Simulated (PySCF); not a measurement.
Te(F)(OSiH3) (FH₃OSiTe), SMILES F[Te]O[SiH3]. The structure is a stationary point at PBE-D3(BJ)/def2-SVP. The def2 effective core potentials stand for the cores of Te; spin–orbit coupling is left out. The values are those of a single conformer.

Question: Give the equilibrium geometry at PBE-D3(BJ)/def2-SVP (PySCF confirms it by a frequency run) as a Z-matrix. (The exact figures need the calculation; the answer reports its results.)

Answer: Several could match; the one computed here: 
```
Si
O 1 1.7075
H 1 1.5004 2 105.25
H 1 1.5027 3 110.42 2 -119.80
H 1 1.5053 3 110.07 4 -120.75
Te 2 2.0038 1 120.12 3 -178.91
F 6 1.9645 2 98.16 1 80.84
```
